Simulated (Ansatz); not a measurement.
Program: Ansatz. Geometries: PBE0-D4/def2-TZVP. ΔE: electronic, gas phase. CCSD(T)/CBS is the MP2 limit (def2-TZVPP, def2-QZVPP) plus CCSD(T) − MP2 in def2-TZVPP, frozen cores. Functionals use def2-TZVPP. Each species was taken in one conformer, which may not be the lowest.

Reaction (isomerisation): `BN[SiH2]C=C` → `BN([SiH3])C=C`

**Question.** Is it downhill or uphill in electronic energy at CCSD(T)/CBS, and by how much? (An estimate is asked.)

**Answer.** The calculation gave: Uphill: ΔE = +11.9 kcal/mol.

**Question.** What do these levels give: PBE-D4, revPBE-D4, BLYP-D4, r2SCAN-D4, PBE0-D4, r2SCAN0-D4, revPBE, RPA@PBE/def2-TZVPP, CCSD/def2-SVP, CCSD/def2-TZVPP, SCS-MP2/def2-QZVPP, MP2/CBS(def2)? (Best estimate.)

**Answer.** The calculation gave: PBE-D4 9.9, revPBE-D4 9.3, BLYP-D4 10.1, r2SCAN-D4 10.8, PBE0-D4 10.5, r2SCAN0-D4 11.2, revPBE 11.9, RPA@PBE/def2-TZVPP 11.0, CCSD/def2-SVP 9.1, CCSD/def2-TZVPP 12.0, SCS-MP2/def2-QZVPP 12.0, MP2/CBS(def2) 11.8 kcal/mol.

**Question.** What do rigid-rotor, harmonic-oscillator terms from PBE0-D4/def2-TZVP frequencies (298.15 K, 1 bar) make of the CCSD(T)/CBS value? (Estimate.)

**Answer.** Ansatz gave: ΔZPE = -1.0 kcal/mol, ΔH = +10.5 kcal/mol, ΔS = -17 J/(mol·K), ΔG = +11.8 kcal/mol.

Largest T1 diagnostic among the species: 0.013.

Leaving LDA and LC-ωPBE aside and taking each functional with its dispersion term where it has one, the values, not all of them listed here, spread over 2.5 kcal/mol, from revPBE-D4 to ωB97M-V. LDA lies −3.6 kcal/mol from PBE without D4. At CCSD(T), def2-SVP lies −3.3 kcal/mol from the extrapolated value and def2-TZVPP −0.5 kcal/mol.
